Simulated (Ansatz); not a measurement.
Consider the formal hydrolysis of a Ge–Cl bond: `CC#[C][GeH2][Cl]` + H₂O → `CC#[C][GeH2][OH]` + HCl.

Isolated molecules relaxed with PBE0-D4/def2-TZVP in Ansatz; ΔE leaves out vibrations. CBS: MP2 limit from def2 TZ/QZ plus the TZ coupled-cluster correction, frozen cores. This one scheme is used for every species. Functionals use def2-TZVPP. B3LYP here is the variant with VWN-RPA as its local correlation; programs differ in this. For Ge outer-core shells are correlated without core-valence functions, which leaves a few kJ/mol of doubt a bond. Scalar relativity is left out up to krypton. Each species was taken in one conformer, which may not be the lowest.

| level | ΔE (kJ/mol) |
| --- | --- |
| B3LYP-D4 | 47.8 |
| PBE0 | 51.0 |

Task: What does CCSD(T)/CBS give? (Best estimate.)

Result: Computed: +48.1 kJ/mol. The listed levels differ from it by -0.3, 2.9 kJ/mol.

Largest T1 diagnostic among the species: 0.012.

CCSD(T)/CBS has its own doubt, a few kJ/mol and more with outer-core shells, so smaller differences from it don't rank the levels.
